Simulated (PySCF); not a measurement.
C5H4N (SMILES [c-]1ccncc1), charge -1, singlet, at a GFN2-xTB geometry (in this run its highest filled SCF level lies above zero, so its values depend strongly on the basis, on diffuse functions most of all). Base run: CCSD(T)/STO-3G (PySCF).

Here is a job for PySCF.
```python
from pyscf import gto, scf, cc

mol = gto.Mole()
mol.atom = '''
    N    -0.00257057    0.00016295    1.38395379
    C     0.00286033   -0.00018132   -1.53995306
    C     0.01440886    1.12439782    0.66353930
    C    -0.01687418   -1.12424154    0.66374596
    C    -0.01481043   -1.15986852   -0.71297161
    C     0.01745938    1.15970060   -0.71318479
    H     0.02606951    2.04296628    1.26508679
    H    -0.03076978   -2.04266832    1.26546228
    H    -0.02765064   -2.14691273   -1.19244289
    H     0.03208109    2.14663188   -1.19283749
'''
mol.basis = 'sto-3g'
mol.charge = -1
mol.verbose = 4
mol.build()

mf = scf.RHF(mol)
mf.kernel()

mycc = cc.CCSD(mf)
mycc.kernel()
et = mycc.ccsd_t()
print('E(CCSD(T)) = %.10f' % (mycc.e_tot + et))
```

Variants of this job, named by their change:

| change | ΔE vs base (mEh) | MP2 correlation (Eh) | CC correlation without the perturbative part (Eh) | basis functions |
|---|---|---|---|---|
| base | 0.000 | -0.33287 | -0.39196 | 34 |
| method = cisd | 66.974 | - | - | 34 |
| cc.conv_tol = 1e-9 | 0.000 | -0.33287 | -0.39196 | 34 |
| frozen = 7 | 26.605 | -0.31021 | -0.36579 | 34 |
| cc.direct = True | 0.000 | -0.33287 | -0.39196 | 34 |
| frozen = 6 | 2.125 | -0.33044 | -0.38989 | 34 |
| cc.iterative_damping = 0.8 | 0.000 | -0.33287 | -0.39196 | 34 |
| cc.diis_space = 10 | 0.000 | -0.33287 | -0.39196 | 34 |
| cc.diis_space = 3 | 0.000 | -0.33287 | -0.39196 | 34 |
| frozen = 5 | 1.817 | -0.33082 | -0.39019 | 34 |
